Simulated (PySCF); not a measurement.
**Pt⁺ (platinum, charge +1) across methods**

[Xe] 4f14 5d8 6s1, high-spin 4F determinant (an excited configuration). Computed with PySCF 2.14 in aug-cc-pVDZ-PP with ECP60MDF (5s5p4d2f, 54 functions), with a scalar-relativistic core potential.

```json
{"method": "M06-L", "E (hartree)": "-119.0741", "mean ε 5d α (eV)": "-17.509", "mean ε 5d β (eV)": "-15.884", "mean ε 6s α (eV)": "-14.053", "Σ⟨r²⟩ (bohr²)": "42.59", "⟨S²⟩": "3.751"}
{"method": "UHF", "E (hartree)": "-118.22301", "mean ε 5d α (eV)": "-23.424", "mean ε 5d β (eV)": "-21.344", "mean ε 6s α (eV)": "-16.834", "Σ⟨r²⟩ (bohr²)": "42.91", "⟨S²⟩": "3.753"}
{"method": "r2SCANh", "E (hartree)": "-119.0383", "mean ε 5d α (eV)": "-18.443", "mean ε 5d β (eV)": "-16.718", "mean ε 6s α (eV)": "-15.094", "Σ⟨r²⟩ (bohr²)": "42.68", "⟨S²⟩": "3.751"}
{"method": "PBE0", "E (hartree)": "-119.0035", "mean ε 5d α (eV)": "-19.091", "mean ε 5d β (eV)": "-17.492", "mean ε 6s α (eV)": "-15.283", "Σ⟨r²⟩ (bohr²)": "42.83", "⟨S²⟩": "3.751"}
{"method": "r2SCAN", "E (hartree)": "-119.0583", "mean ε 5d α (eV)": "-17.795", "mean ε 5d β (eV)": "-16.090", "mean ε 6s α (eV)": "-14.793", "Σ⟨r²⟩ (bohr²)": "42.71", "⟨S²⟩": "3.751"}
{"method": "TPSSh", "E (hartree)": "-118.9774", "mean ε 5d α (eV)": "-18.026", "mean ε 5d β (eV)": "-16.529", "mean ε 6s α (eV)": "-14.728", "Σ⟨r²⟩ (bohr²)": "42.89", "⟨S²⟩": "3.751"}
{"method": "LDA", "E (hartree)": "-118.7926", "mean ε 5d α (eV)": "-17.508", "mean ε 5d β (eV)": "-16.018", "mean ε 6s α (eV)": "-14.832", "Σ⟨r²⟩ (bohr²)": "43.20", "⟨S²⟩": "3.750"}
{"method": "PBE", "E (hartree)": "-119.0380", "mean ε 5d α (eV)": "-17.360", "mean ε 5d β (eV)": "-15.884", "mean ε 6s α (eV)": "-14.523", "Σ⟨r²⟩ (bohr²)": "43.01", "⟨S²⟩": "3.750"}
{"method": "HSE06", "E (hartree)": "-119.0015", "mean ε 5d α (eV)": "-18.668", "mean ε 5d β (eV)": "-17.088", "mean ε 6s α (eV)": "-14.895", "Σ⟨r²⟩ (bohr²)": "42.87", "⟨S²⟩": "3.751"}
```

Energies and moments cover only the electrons outside the core potential. Spin-orbit coupling, absent here, splits the open shell strongly.
